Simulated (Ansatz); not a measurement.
`[F][Ti]([F])([F])[Cl]` + `C#C[SiH2]S[SiH3]` → `C#[C][Ti]([F])([F])[Cl]` + `F[SiH2]S[SiH3]`  (redistribution)

Computed with Ansatz on PBE0-D4/def2-TZVP structures; ΔE is electronic, products minus reactants. CCSD(T)/CBS adds triple-zeta CCSD(T) − MP2 to the extrapolated MP2 energy (def2 sets, frozen cores). This one scheme is used for every species. Functionals use def2-TZVPP. For Ti outer-core shells are correlated without core-valence functions, which leaves a few kJ/mol of doubt a bond. Scalar relativity is left out up to krypton. Each species was taken in one conformer, which may not be the lowest.

`[F][Ti]([F])([F])[Cl]`:

```xyz
5

F     1.502    0.677    0.637
Ti    0.025   -0.039    0.070
F     0.294   -1.722   -0.257
F    -1.194    0.118    1.296
Cl   -0.627    0.966   -1.746
```

`C#C[SiH2]S[SiH3]`:

```xyz
11

C     1.173    2.220   -0.138
C     1.207    1.035   -0.359
Si    1.200   -0.760   -0.672
S     0.099   -1.786    0.836
Si   -1.690   -0.611    0.740
H     1.149    3.268    0.057
H     0.605   -0.989   -2.010
H     2.582   -1.289   -0.618
H    -1.569    0.624    1.551
H    -2.774   -1.464    1.284
H    -1.982   -0.249   -0.671
```

`C#[C][Ti]([F])([F])[Cl]`:

Cartesian coordinates in Å:
```
C 0.404 -1.900 0.821
C 0.187 -0.810 0.332
Ti -0.150 0.980 -0.495
F -0.688 0.737 -2.127
F 1.333 1.882 -0.473
Cl -1.681 1.969 0.690
H 0.595 -2.858 1.252
```

`F[SiH2]S[SiH3]`:

```xyz
9

F    -0.765    1.477   -1.527
Si   -1.463    0.466   -0.504
S    -0.416    0.386    1.331
Si    1.426   -0.462    0.624
H    -2.817    0.973   -0.194
H    -1.484   -0.855   -1.169
H     2.010   -1.213    1.761
H     2.363    0.602    0.191
H     1.147   -1.374   -0.514
```

Is it downhill or uphill in electronic energy at CCSD(T)/CBS, and by how much? (Best estimate.)

The calculation gave: Uphill: ΔE = +0.38 eV.

What do these levels give: PBE-D4, r2SCAN-D4, ωB97X-V, ωB97M-V, PBE, PBE0, MP2/def2-TZVPP, SCS-MP2/def2-TZVPP, HF/def2-QZVPP, SCS-MP2/def2-QZVPP, HF/CBS(def2), CCSD/CBS(def2)? (An estimate is asked.)

The calculation gave: PBE-D4 0.57, r2SCAN-D4 0.52, ωB97X-V 0.54, ωB97M-V 0.48, PBE 0.54, PBE0 0.50, MP2/def2-TZVPP 0.42, SCS-MP2/def2-TZVPP 0.39, HF/def2-QZVPP 0.33, SCS-MP2/def2-QZVPP 0.38, HF/CBS(def2) 0.33, CCSD/CBS(def2) 0.37 eV.

Largest T1 diagnostic among the species: 0.024, so the coupled-cluster value is less sure than usual.

From PBE to PBE0 (25 % exact exchange), in def2-TZVPP and without D4, ΔE moves by −0.04 eV. The D4 term adds +0.04 eV with B3LYP and +0.02 eV with PBE0; it sums over pairs of atoms, weighted by their polarisabilities, and B3LYP, whose exchange is more repulsive, gets the larger term. In def2-TZVPP, CCSD(T) changes the Hartree–Fock value by +0.07 eV (the triples alone add +0.00 eV) and MP2 by +0.08 eV.

B3LYP here is the variant with VWN-RPA as its local correlation; programs differ in this.
